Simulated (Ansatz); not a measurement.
```yaml
crystal:
  periodic: [false, false, false]
  atoms:
    - {symbol: C, position_ang: [-3.163602, 0.646325, 0.793248]}
    - {symbol: Si, position_ang: [0.201710, 0.273225, -0.194451]}
    - {symbol: C, position_ang: [1.273853, -3.017245, 0.640440]}
    - {symbol: N, position_ang: [1.910322, 2.568347, 1.354423]}
    - {symbol: N, position_ang: [0.875587, 0.542454, -3.323190]}
    - {symbol: H, position_ang: [-4.407644, -0.676197, -0.041949]}
    - {symbol: H, position_ang: [-3.278673, 0.545653, 2.751148]}
    - {symbol: H, position_ang: [-3.906038, 2.604285, 0.327484]}
    - {symbol: H, position_ang: [1.040594, -3.357750, 2.589532]}
    - {symbol: H, position_ang: [0.131359, -4.445841, -0.358519]}
    - {symbol: H, position_ang: [3.207863, -3.332317, 0.127999]}
    - {symbol: H, position_ang: [3.778225, 2.840442, 1.142465]}
    - {symbol: H, position_ang: [1.291240, 3.150834, 3.037324]}
    - {symbol: H, position_ang: [0.562607, 2.291294, -4.205992]}
    - {symbol: H, position_ang: [0.646385, -0.839171, -4.566000]}
basis:
  gaussian: {orbitals: pcseg-2, point_charges: [{charge: 1.00, position_ang: [4.950, 0.782, -0.280]}]}
hamiltonian: {xc: {name: B3LYP}, dispersion: d4}
output: {forces: true}
```

```sh
$ ansatz run in.yaml --threads 4 --pin off --events-out ev --progress --plain --max-ram 10444MiB
```

Output, abridged:

```
Functional definition: B3LYP
1427 factors; their error is unknown
mean field evaluation 1: about -13007.1724 eV, gradient 1.1e2 eV
mean field evaluation 2: about -12361.9358 eV, gradient 2.6e2 eV
mean field evaluation 4: about -12620.7130 eV, gradient 2.2e2 eV
mean field evaluation 8: about -13049.3879 eV, gradient 3.0e0 eV
mean field evaluation 16: about -13049.5223 eV, gradient 2.1e-5 eV
mean field -13049.52225160 eV, -479.5610974624 hartree, gradient 2.1e-5 eV, S^2 0.000000; 3 other end points of the search recorded, 0 dependent functions left out
reference -13049.52288723 eV, -479.5611208216 hartree; 25, 25 occupied and 269, 269 virtual orbitals, 1427 factors
Total energy: -13049.87355732 eV, -479.5740077094 hartree
Atom 0 at    -3.163602     0.646325     0.793248 Å, force    -2.356584     0.330120     1.175108 eV/Å
Atom 1 at     0.201710     0.273225    -0.194451 Å, force    -0.203686    -0.154527    -0.033554 eV/Å
Atom 2 at     1.273853    -3.017245     0.640440 Å, force     0.572979    -2.035798     0.670954 eV/Å
Atom 3 at     1.910322     2.568347     1.354423 Å, force     1.033394     1.246311     1.470942 eV/Å
Atom 4 at     0.875587     0.542454    -3.323190 Å, force    -0.202293     0.137509    -2.534477 eV/Å
Atom 5 at    -4.407644    -0.676197    -0.041949 Å, force     2.040499     2.066694     1.359051 eV/Å
Atom 6 at    -3.278673     0.545653     2.751148 Å, force     0.207732     0.078512    -3.320355 eV/Å
Atom 7 at    -3.906038     2.604285     0.327484 Å, force     1.016770    -2.537606     0.550210 eV/Å
Atom 8 at     1.040594    -3.357750     2.589532 Å, force     0.448430     0.526845    -3.143657 eV/Å
Atom 9 at     0.131359    -4.445841    -0.358519 Å, force     1.647101     2.010199     1.405963 eV/Å
Atom 10 at     3.207863    -3.332317     0.127999 Å, force    -2.874584     0.434371     0.815690 eV/Å
Atom 11 at     3.778225     2.840442     1.142465 Å, force    -3.044883    -0.773697     0.685049 eV/Å
Atom 12 at     1.291240     3.150834     3.037324 Å, force     1.645684    -1.376811    -3.118944 eV/Å
Atom 13 at     0.562607     2.291294    -4.205992 Å, force     0.226174    -3.185606     1.368603 eV/Å
Atom 14 at     0.646385    -0.839171    -4.566000 Å, force     0.065227     2.997633     2.435204 eV/Å
Dipole moment:    -1.703776    -0.364789    -0.151042 e Å
```

**Question.** Something in this input is off. What?

**Answer.** The coordinates are in bohr but typed as ångström. The run converged. The result belongs to that input, not to the molecule as meant.

B3LYP here is the variant with VWN-RPA as its local correlation; programs differ in this.
